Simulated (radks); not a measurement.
The numbers below are computed, except where a source is named.
Problem. Ru2+, 42 electrons, occupied as [Kr] 4d6. Code: a radial shooting solver on a logarithmic mesh with Libxc functionals. Model: scalar-relativistic Kohn-Sham, SCAN, spin-polarised, spherical densities, finite nucleus; open shells are filled with parallel spins first (spin-orbit coupling, left out, can overturn this in heavy ions); meta-GGA in the generalised Kohn-Sham scheme; Fermi nuclear charge, rms radius 4.4809 fm. Some entries of the table are withheld. Estimate them.

orbital  occ.  eigenvalue (hartree)  r(max) (bohr)
1s down     1             -808.5948        0.02172
1s up       1             -808.5947        0.02172
2s up       1             -117.4194         0.1228
2s down     1             -117.3942         0.1228
2p up       3             -105.1158        0.09829
2p down     3             -105.0961        0.09828
3s up       1             -21.49953         0.3610
3s down     1             -21.48932         0.3611
3p up       3             -17.41847         0.3546
3p down     3             -17.40546         0.3547
3d up       5             -10.88903         0.3016
3d down     5             -10.86475         0.3019
4s up       1              -3.68304         0.9196
4s down     1              -3.55261         0.9133
4p up       3              -2.54958            (1)
4p down     3              -2.40906            (2)
4d up       5              -0.94094          1.189
4d down     1              -0.79833          1.184

Solution. 
(1) 4p up r(max) (bohr): 0.9864
(2) 4p down r(max) (bohr): 0.9788
